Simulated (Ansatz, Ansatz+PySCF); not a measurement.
```xyz
2

Sc    0.0000    0.0000   -0.4881
O     0.0000    0.0000    1.2813
```

Basis set: def2-SVP (spherical functions). Frozen core: 6 orbitals. Correlation on ROHF uses semicanonical orbitals with singles. Charge 0, multiplicity 2.

Computed with Ansatz (development build ahead of 0.2.0); each method stands on the lowest determinant of its kind that the runs found.

The atomization energy at this shape (free ground-state atoms in the same class of orbitals less the molecule, no zero-point energy) of doublet ScO:

```csv
method,atomization energy
ROHF-CCSD(T),6.21 eV
ROHF-CCSD,5.65 eV
UHF,2.63 eV
ROHF,2.78 eV
```

Question: What does ROHF-MP2 give?

Answer: 6.98 eV. Caution for ROHF-CCSD(T), ROHF-CCSD, ROHF-MP2: large share of triples, a single reference is doubtful.
